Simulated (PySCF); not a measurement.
# Computed vibrations of [CeH3(NH3)]+

[CeH3(NH3)]+ (singlet). PySCF 2.14.0, RKS PBE0, Ce lcecp-2-SVP with ECP46, H def2-SVP, N def2-SVP; non-relativistic Hamiltonian with scalar-relativistic core potentials where named; density fitting; no spin-orbit coupling. Central differences of gradients.

```xyz
8

Ce    0.1528   -0.1528    0.1528
H     1.2170    1.0525    1.2170
H    -1.0525   -1.2170    1.2170
H     1.2170   -1.2170   -1.0525
N    -1.2945    1.2945   -1.2945
H    -1.9181    1.9181   -0.7664
H    -0.7664    1.9181   -1.9181
H    -1.9181    0.7664   -1.9181
```

Run from Python with OMP_NUM_THREADS=2. Where DIIS fails, smearing, a level shift and second-order steps follow.
It took 2.7 min on 2 threads of Intel(R) Xeon(R) Processor @ 2.50GHz (Skylake/Cascade Lake), on a shared host.

**Question.** What are the harmonic wavenumbers and infrared intensities?

**Answer.** Modes are labelled in C3v; negative numbers are unstable modes, those under 60 cm⁻¹ near the noise; a finer grid moves soft modes by up to 10 cm⁻¹.
```csv
cm⁻¹,km/mol,symmetry
-68,–,a2
180,28.5,e
180,28.5,e
339,0.1,a1
459,290.1,a1
610,26.1,e
610,26.1,e
648,105.5,e
648,105.5,e
1327,140.6,a1
1624,31.6,e
1624,31.6,e
1728,502.0,e
1728,502.0,e
1771,88.2,a1
3439,104.4,a1
3539,96.5,e
3539,96.5,e
```

**Question.** Is this a minimum?

**Answer.** No: 1 unstable; the lowest moves the atoms so:
```
Ce   0.00  0.00  0.00
H    0.18  0.00 -0.18
H    0.00  0.18  0.18
H   -0.18 -0.18  0.00
N    0.00  0.00  0.00
H   -0.36 -0.36  0.00
H    0.00  0.36  0.36
H    0.36  0.00 -0.36
```
